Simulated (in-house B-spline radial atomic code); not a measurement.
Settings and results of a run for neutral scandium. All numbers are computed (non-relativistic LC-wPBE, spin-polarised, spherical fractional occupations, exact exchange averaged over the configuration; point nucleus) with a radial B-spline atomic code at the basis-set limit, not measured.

Command:
```bash
python run_scf.py task.json out
```
Settings:
```
Z                21
configuration    [Ar] 3d1 4s2
hamiltonian      nr
method           lc_wpbe
spin_polarised   True
exact_exchange   averaged over the configuration
```

Output (hartree, bohr):
```
 radial grid: 56 intervals, B-splines of order 8, outer radius 50 bohr

 iter        energy (Eh)    residual
    1        -757.689293    2.90e-01
    2        -759.446987    1.51e-01
    3        -760.373073    3.31e-02
    4        -760.438250    1.50e-02
    5        -760.442736    4.77e-03
    6        -760.444099    2.42e-03
    7        -760.444279    6.78e-04
    8        -760.444292    1.55e-04
    9        -760.444293    5.00e-05
   10        -760.444293    1.12e-05
   11        -760.444293    3.33e-06
   12        -760.444293    4.16e-07
   13        -760.444293    3.10e-08

 total energy                      -760.44429
 kinetic                             759.6748
 electron-nucleus                  -1800.2040
 Hartree                             318.6393
 exact exchange                       -4.1389
 exchange-correlation                -34.4156

 orbital      occ     eigenvalue          <r>       <r^2>       <1/r>       r_max
 1s up      1.000      -160.8494    0.0735873  0.00726912     20.5343     0.04835
 1s down    1.000      -160.8497    0.0735874  0.00726913     20.5342     0.04835
 2s up      1.000       -17.4765     0.346095    0.141687     4.24926      0.2858
 2s down    1.000       -17.4686     0.345993    0.141595     4.25053      0.2857
 2p up      3.000       -14.4603     0.308681    0.117649     4.18092      0.2334
 2p down    3.000       -14.4542      0.30855    0.117534     4.18224      0.2333
 3s up      1.000        -2.2388      1.08415     1.35618      1.2902      0.9341
 3s down    1.000        -2.2092       1.0835     1.35453     1.29099      0.9337
 3p up      3.000        -1.4456      1.17247     1.62208     1.16753      0.9712
 3p down    3.000        -1.4112       1.1699     1.61427     1.16983        0.97
 3d up      1.000        -0.2974      1.72561     3.96391    0.796096       1.087
 4s up      1.000        -0.2420      3.74754     16.1023    0.344226       3.161
 4s down    1.000        -0.2309      3.85149     17.0023    0.332624       3.247
```

Run time, properties included: 0.73 s on 1 thread of Intel(R) Xeon(R) 6975P-C, with other jobs on the host.
